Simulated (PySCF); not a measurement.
C2H10OSi2. Atoms are numbered in the order given.

```xyz
15

O     -2.9872    -0.7876    -0.0884
C     -1.7739    -0.0904    -0.2727
C     -0.8819    -0.0931     0.9690
Si     0.8102     0.7433     0.7429
Si     2.0165    -0.2605    -1.0102
H     -3.4695    -0.3593     0.6312
H     -1.2619    -0.5979    -1.1072
H     -1.9512     0.9541    -0.6046
H     -1.3970     0.4187     1.8034
H     -0.7169    -1.1348     1.2944
H      0.6280     2.1969     0.4411
H      1.5895     0.6318     2.0126
H      2.1219    -1.7331    -0.7791
H      1.3229    -0.0412    -2.3150
H      3.3941     0.3077    -1.1058
```

Geometry optimised at B3LYP-D3(BJ)/def2-SVP. The values are those of a single conformer.

The numbers are results of PySCF with PBE/def2-TZVP, not measurements.

ESP charges are fitted to the potential on shells at 1.4 to 2.0 van der Waals radii. Atomic charges (e):

```tsv
atom	meta-Löwdin	ESP fit	Mulliken
O1	-0.52	-0.63	-0.40
C2	0.00	0.23	-0.06
C3	-0.44	-0.25	-0.30
Si4	0.34	0.17	0.10
Si5	0.15	0.03	0.01
H6	0.33	0.40	0.29
H7	0.12	0.09	0.12
H8	0.09	0.00	0.10
H9	0.12	0.08	0.11
H10	0.13	0.10	0.13
H11	-0.07	-0.06	-0.02
H12	-0.07	-0.06	-0.02
H13	-0.06	-0.02	-0.01
H14	-0.06	-0.04	-0.01
H15	-0.06	-0.02	-0.01
```

**Question.** Give the Mayer and Wiberg (Löwdin basis) orders of the bonds. (The exact figures need the calculation; the answer reports its results.)

**Answer.** 
```
bond     Mayer  Wiberg
-------  -----  ------
O1–C2     1.05    1.62
C2–C3     1.00    1.29
C3–Si4    0.98    1.15
Si4–Si5   0.97    1.16
O1–H6     0.90    1.02
C2–H7     0.94    0.87
C2–H8     0.95    0.87
C3–H9     0.93    0.84
C3–H10    0.93    0.84
Si4–H11   0.93    0.92
Si4–H12   0.93    0.91
Si5–H13   0.94    0.96
Si5–H14   0.94    0.96
Si5–H15   0.94    0.96
```
